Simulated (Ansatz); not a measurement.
The cluster K4Bi2⁺ (the lowest doublet isomer of a short search). Charge 1, multiplicity 2. Geometry r2SCAN-D4/def2-SVP, basis def2-TZVP, Ansatz.

```csv
atom,x (Å),y (Å),z (Å)
K1,-2.965,-0.971,-0.680
K2,2.096,-2.466,0.574
K3,0.086,2.224,-3.324
K4,1.178,1.900,2.256
Bi5,-0.737,-0.938,1.884
Bi6,0.342,0.250,-0.710
```

```tsv
run	HOMO (eV)	LUMO (eV)
A	-5.53	-4.03
B	-4.91	-4.36
C	-5.41	-4.25
D	-4.98	-4.73
E	-6.03	-3.46
F	-4.90	-4.49
```

In the def2 sets Bi takes a core potential; there is no spin–orbit coupling. B3LYP takes the VWN-RPA correlation. The structure comes from a short search, and lower isomers may exist.

HOMO and LUMO are taken over both spins.

Problem. The runs used B3LYP, B97M-V, BHLYP, PBE, PBE0, r2SCAN. Estimate which is which.

Solution. A PBE0 (25 % exact exchange); B r2SCAN (0 % exact exchange); C B3LYP (20 % exact exchange); D PBE (0 % exact exchange); E BHLYP (50 % exact exchange); F B97M-V (0 % exact exchange). Exact exchange lowers occupied and raises empty levels; among semilocal functionals meta-GGAs tend to open the gap a little, and such runs are hard to tell apart. The gap grows from 0.24 eV (PBE) to 2.57 eV (BHLYP).
